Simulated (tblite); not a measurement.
C4H10P2S.
Atom-mapped SMILES: `[CH2:1]=[CH:2][P@H:3](=[S:4])[CH2:5][CH2:6][PH2:7]` (hydrogens: H8, H9 on C1; H10 on C2; H11 on P3; H12, H13 on C5; H14, H15 on C6; H16, H17 on P7)

Structure used (GFN2-xTB), in Å, numbered top down from 1:
```
atom  x, y, z in Å
C1    -2.9833   -0.1319   -0.9858
C2    -2.2113   -0.5393    0.0094
P3    -0.4223   -0.7461   -0.1541
S4     0.1509   -2.5788    0.0387
C5     0.2835    0.4308    1.0785
C6     1.7900    0.2281    1.1356
P7     2.4735    0.3535   -0.5889
H8    -4.0573   -0.0952   -0.9009
H9    -2.5635    0.1969   -1.9240
H10   -2.6212   -0.9026    0.9453
H11   -0.1965   -0.1194   -1.3819
H12   -0.1870    0.2133    2.0451
H13    0.0236    1.4519    0.7830
H14    2.0014   -0.7880    1.4870
H15    2.2676    0.9412    1.8119
H16    2.4330    1.7487   -0.6547
H17    3.8119    0.3488   -0.2080
```

Calculated harmonic vibrations of the isolated species, GFN2-xTB (tblite), most abundant isotopes, no scaling. Against measured fundamentals such values can be off by several per cent, at times by over 20. Modes of hydrogen on phosphorus can be 10 to 20 % off. One conformer, not necessarily the lowest.

Harmonic wavenumbers (cm⁻¹): 50.4, 61.4, 89.5, 129.3, 168.3, 185.5, 199.2, 239.3, 342.5, 373.7, 538.5, 621.3, 674.9, 715.0, 728.3, 748.1, 776.9, 816.7, 856.9, 892.7, 903.8, 941.2, 994.1, 1001.2, 1034.0, 1067.7, 1123.8, 1133.4, 1220.8, 1234.5, 1248.9, 1388.2, 1414.0, 1430.3, 1650.6, 2225.9, 2267.7, 2340.7, 2909.1, 2930.1, 2935.8, 2950.4, 3021.6, 3081.9, 3111.4.

A = 2108, B = 926.6, C = 777.9 MHz; mass 151.998 u (most abundant isotopes); point group C1, symmetry number 1.

Q: Zero-point energy?

A: Half the sum of the wavenumbers: 27385 cm⁻¹ = 327.59 kJ/mol.

Q: What is S at 400 K and 1 bar for an ideal gas of classical rigid rotors and harmonic oscillators?

A: Translation 177.62, rotation 128.09, vibration 169.81: S = 475.5 J/(mol K).

Q: And Cp and H(400 K) − H(0)?

A: Cp = 195.83 J/(mol K), of which vibrations give 162.58 (their classical limit is 45 R = 374.2); H(400 K) − H(0) = 47.53 kJ/mol without the zero-point energy, 34.23 from vibrations.

Q: What must be added to the electronic energy to get the Gibbs energy at 400 K and 1 bar?

A: ZPE + [H(400 K) − H(0)] − T·S = 327.59 + 47.53 − 190.21 = 184.91 kJ/mol.

Q: Blend soft modes into free rotors: weight 1/[1 + (100 cm⁻¹/ν̃)⁴] for the oscillator and the rest for a rotor with moment μB/(μ + B), μ = h/(8π²ν), B = 10⁻⁴⁴ kg m². What vibrational entropy results?

A: 155.16 J/(mol K) in place of 169.81, which changes −T·S at 400 K by +5.86 kJ/mol.

Q: Which modes carry the vibrational entropy at 400 K?

A: 50.4 cm⁻¹: 22.52; 61.4 cm⁻¹: 20.89; 89.5 cm⁻¹: 17.77; 129.3 cm⁻¹: 14.75; 168.3 cm⁻¹: 12.61; 185.5 cm⁻¹: 11.83 J/(mol K); the other 39 give 69.42 together.

Q: How do the functions run with temperature in this model?

A: 
```tsv
T (K)	S (J/(mol K))	Cp (J/(mol K))	H − H(0) (kJ/mol)	G − H(0) (kJ/mol)	ln q(vib)
50	251.3	58.6	2.16	-10.40	0.58
100	300.2	83.3	5.76	-24.26	1.96
298.15	423.6	158.0	29.46	-96.85	7.48
373.15	462.2	186.5	42.39	-130.09	9.44
500	522.6	226.5	68.70	-192.62	12.67
750	625.5	280.6	132.61	-336.55	18.69
1000	711.4	315.5	207.41	-503.97	24.18
```

q(vib) and H(0) count from the zero-point level.

Hindered rotation and anharmonicity are outside this model. Other conformers, if any are populated, would add a mixing term that is left out. The structure is chiral; the term R ln 2 for an equal mix with its mirror image is left out.
